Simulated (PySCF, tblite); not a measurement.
Species: C7H8O2P2.
Cartesian coordinates in Å at the GFN2-xTB level; atoms count from 1:
```
atom  x, y, z in Å
C1     3.216    0.114   -0.405
O2     1.891   -0.397   -0.351
C3     0.997    0.350    0.307
O4     1.263    1.400    0.831
C5    -0.347   -0.317    0.327
C6    -0.351   -1.593    0.869
P7    -1.690   -2.662    1.125
C8    -3.017   -1.736    0.518
P9    -3.093   -0.164   -0.191
C10   -1.436    0.398   -0.161
C11   -1.223    1.770   -0.736
H12    3.241    1.043   -0.978
H13    3.816   -0.650   -0.890
H14    3.584    0.315    0.603
H15    0.608   -1.985    1.186
H16   -3.980   -2.234    0.583
H17   -0.826    2.443    0.023
H18   -2.161    2.175   -1.111
H19   -0.504    1.739   -1.555
```

Method: PBE0/pcSseg-1 in PySCF (dipole) on a GFN2-xTB geometry, gas phase.

Take the most abundant isotopes and a rigid rotor. The values belong to one conformer with, in the numbering `[CH3:1][O:2][C:3](=[O:4])[c:5]1[cH:6][p:7][cH:8][p:9][c:10]1[CH3:11]`, C1–O2–C3–O4 0°, O2–C3–C5–C6 57°.

Problem. Give the principal moments of inertia and the rotational constants in MHz.

Solution. Ia = 358.21, Ib = 848.06, Ic = 1130.29 u·Å²; 505379 MHz·u·Å²/I gives A = 1411, B = 595.9, C = 447.1 MHz.

Problem. Classify the top.

Solution. An asymmetric top. Ray's parameter κ = (2B − A − C)/(A − C) = -0.691; −1 is the prolate and +1 the oblate limit.

Problem. What does the inertial defect say?

Solution. Not planar: Δ = Ic − Ia − Ib = -75.98 u·Å². For a rigid frame Δ = −2 Σ m c², so Σ m c² = 37.99 u·Å² lies off the ab plane: 4.29 from hydrogen and 33.70 from heavier atoms. The atom farthest from that plane is 1.30 Å away.

Problem. Give the other two planar moments, Paa and Pbb, and the rms extents of the mass along the axes.

Solution. Paa = Σ m a² = (Ib + Ic − Ia)/2 = 810.07 and Pbb = Σ m b² = (Ia + Ic − Ib)/2 = 320.22 u·Å². With the mass M = 186.00 u, the rms extents √(P/M) along a, b and c are 2.09, 1.31, 0.45 Å.

Problem. Which lines would a microwave search look for?

Solution. The dipole components are |μa| = 1.68 D, |μb| = 0.46 D, |μc| = 1.29 D. Intensities carry the squares of the components, which stand as 1.00 : 0.08 : 0.58 (a : b : c). Some lines, for components of 0.1 D or more:

```tsv
type	branch	J(Ka,Kc)	MHz	lower level (cm⁻¹)
a	Q	2(1,1) ← 2(1,2)	446	0.127
c	Q	2(1,2) ← 2(0,2)	685	0.104
c	Q	1(1,1) ← 1(0,1)	815	0.035
b	Q	1(1,0) ← 1(0,1)	964	0.035
a	R	1(0,1) ← 0(0,0)	1043	0.000
b	Q	2(1,1) ← 2(0,2)	1131	0.104
b	R	2(0,2) ← 1(1,1)	1253	0.062
b	R	1(1,1) ← 0(0,0)	1858	0.000
a	R	2(1,2) ← 1(1,1)	1937	0.062
c	R	1(1,0) ← 0(0,0)	2007	0.000
a	R	2(0,2) ← 1(0,1)	2068	0.035
a	R	2(1,1) ← 1(1,0)	2235	0.067
c	Q	2(2,1) ← 2(1,1)	2445	0.141
b	Q	2(2,0) ← 2(1,1)	2463	0.141
b	R	2(1,2) ← 1(0,1)	2752	0.035
b	Q	2(2,1) ← 2(1,2)	2891	0.127
c	R	2(1,1) ← 1(0,1)	3199	0.035
b	R	2(2,1) ← 1(1,0)	4680	0.067
c	R	2(2,0) ← 1(1,0)	4698	0.067
c	R	2(2,1) ← 1(1,1)	4828	0.062
b	R	2(2,0) ← 1(1,1)	4847	0.062
```

Problem. Estimate the classical rotational partition function at 200 K, 298.15 K and 500 K.

Solution. Point group C1, symmetry number σ = 1; q = (√π/σ)·√((kT/h)³/(ABC)), k/h = 20836.6 MHz/K: 778000 at 200 K, 1420000 at 298.15 K, 3070000 at 500 K.

Its GFN2-xTB frequencies are all real (lowest 23 cm⁻¹). Zero-point vibration and centrifugal distortion are left out. A rigid rotor knows nothing of internal rotation, which can split or shift real lines.

Hardware: Arm Neoverse V1, one thread, no GPU (shared host). Cost: 67 s of wall time (with the writing of density and orbital grids), 1.1 GiB resident at most. This is the PBE0/pcSseg-1 job that gave the dipole, with the shieldings it also computed.
